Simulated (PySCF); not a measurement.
**Xenon: a sound run and one with changed settings**

Sound run: Xe [Xe], Xe+ [Kr] 4d10 5s2 5p5. Computed with PySCF 2.14 in x2c-TZVPall (8s6p4d2f, 60 functions), with scalar relativity by spin-free X2C-1e. In the sound run the correlated levels freeze [Kr] 4d10. The sound run starts from symmetry-adapted Hartree-Fock orbitals and uses a fine grid where one is needed.

A second run was set up differently.

```
species  method  sound run (hartree)  changed run (hartree)  converged
     Xe     MP2          -7443.59780            -7444.14555        yes
    Xe+     MP2          -7443.14570            -7443.68867        yes
```

Ionisation energy of Xe:

```csv
method,sound run (eV),changed run (eV)
UHF,11.543,11.543
MP2,12.302,12.432
SCS-MP2,12.232,12.322
```

(1) What was changed?
A. too few SCF iterations
B. a valence shell is frozen
C. level shift left on
D. all electrons correlated in a valence basis

Results:

(1) D. A valence basis has no tight correlating functions, so it recovers only part of the core correlation, and not evenly between atom and ion.
